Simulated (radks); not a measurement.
The numbers below are computed, except where a source is named.
Task: All-electron atom: Yb XLV in [Ar] 3d8. Code: a radial shooting solver on a logarithmic mesh with Libxc functionals. Model: Dirac Kohn-Sham, LB94 model potential, spin-unpolarised, spherical densities, finite nucleus; open shells fill j = l - 1/2 first; Fermi nuclear charge, rms radius 5.3108 fm. Some entries of the table are withheld. Estimate them.

| orbital | occ. | eigenvalue (eV) | <r^2> (bohr^2) |
|---|---|---|---|
| 1s1/2 | 2 | -63715.94 | 0.0005284 |
| 2s1/2 | 2 | (1) | 0.008065 |
| 2p1/2 | 2 | -12246.65 | (2) |
| 2p3/2 | 4 | -11183.60 | (3) |
| 3s1/2 | 2 | -4477.595 | 0.05053 |
| 3p1/2 | 2 | (4) | 0.04615 |
| 3p3/2 | 4 | (5) | 0.05198 |
| 3d3/2 | 4 | -3718.213 | (6) |
| 3d5/2 | 4 | -3663.748 | (7) |
| 4s1/2 | 0 | -2258.355 | 0.1892 |
| 4p1/2 | 0 | (8) | (9) |
| 4p3/2 | 0 | (10) | (11) |

Result: 
(1) 2s1/2 eigenvalue (eV): -12703.35
(2) 2p1/2 <r^2> (bohr^2): 0.005785
(3) 2p3/2 <r^2> (bohr^2): 0.006975
(4) 3p1/2 eigenvalue (eV): -4281.187
(5) 3p3/2 eigenvalue (eV): -4040.402
(6) 3d3/2 <r^2> (bohr^2): 0.03969
(7) 3d5/2 <r^2> (bohr^2): 0.04126
(8) 4p1/2 eigenvalue (eV): -2175.800
(9) 4p1/2 <r^2> (bohr^2): 0.1856
(10) 4p3/2 eigenvalue (eV): -2090.027
(11) 4p3/2 <r^2> (bohr^2): 0.2015
